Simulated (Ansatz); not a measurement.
One change: `OCO[SiH3]` becomes `OCO[SiH2]S`.

Ansatz, PBE0-D4/def2-TZVP geometries, multiplicity 1. Each molecule was computed in one conformer, which needn't be the lowest.

```json
{"property": "HOMO–LUMO gap (PBE/def2-TZVPP) / eV", "`OCO[SiH3]`": "6.01"}
{"property": "LUMO energy (ωB97M-V/def2-TZVPP) / eV", "`OCO[SiH3]`": "1.87"}
{"property": "size of the dipole moment (PBE/def2-TZVPP) / D", "`OCO[SiH3]`": "1.30"}
{"property": "size of the dipole moment (ωB97M-V/def2-TZVPP) / D", "`OCO[SiH3]`": "1.42"}
{"property": "HOMO energy (B3LYP/def2-TZVPP) / eV", "`OCO[SiH3]`": "-7.98"}
{"property": "HOMO–LUMO gap (PBE0/def2-TZVPP) / eV", "`OCO[SiH3]`": "8.42"}
```

Question: Give the same properties after the change, and the shifts. (Best estimate.)

Answer: Ansatz gave: 
| property | `OCO[SiH2]S` | shift |
| --- | --- | --- |
| HOMO–LUMO gap (PBE/def2-TZVPP) / eV | 5.81 | -0.20 |
| LUMO energy (ωB97M-V/def2-TZVPP) / eV | 2.03 | 0.16 |
| size of the dipole moment (PBE/def2-TZVPP) / D | 1.96 | 0.66 |
| size of the dipole moment (ωB97M-V/def2-TZVPP) / D | 1.97 | 0.55 |
| HOMO energy (B3LYP/def2-TZVPP) / eV | -7.34 | 0.64 |
| HOMO–LUMO gap (PBE0/def2-TZVPP) / eV | 7.97 | -0.45 |

With PBE0 the HOMO rises by 0.58 eV and the LUMO rises by 0.13 eV, so the gap narrows by about 0.45 eV. PBE moves the HOMO by 0.28 eV and ωB97M-V by 0.77 eV. Dipoles are sizes alone; their direction can turn.

B3LYP here is the variant with VWN-RPA as its local correlation; programs differ in this.
